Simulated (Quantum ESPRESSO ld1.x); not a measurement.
Values are calculated unless marked as measured or tabulated.
Q: Mo4+, configuration [Kr] 4d2. Code: ld1.x of Quantum ESPRESSO 7.5. Model: scalar-relativistic Kohn-Sham, BLYP, spin-unpolarised, spherical densities, point nucleus. Some entries of the table are withheld. Estimate them.

| orbital | occ. | eigenvalue (eV) | <r> (bohr) |
|---|---|---|---|
| 1s | 2 | -19875.3 | 0.03517 |
| 2s | 2 | -2849.39 | 0.1537 |
| 2p | 6 | -2552.79 | 0.1339 |
| 3s | 2 | -525.040 | 0.4289 |
| 3p | 6 | -427.880 | 0.4305 |
| 3d | 10 | -269.783 | (1) |
| 4s | 2 | -111.125 | 1.086 |
| 4p | 6 | -84.4690 | (2) |
| 4d | 2 | -46.1865 | 1.526 |

A: 
(1) 3d <r> (bohr): 0.4150
(2) 4p <r> (bohr): 1.193
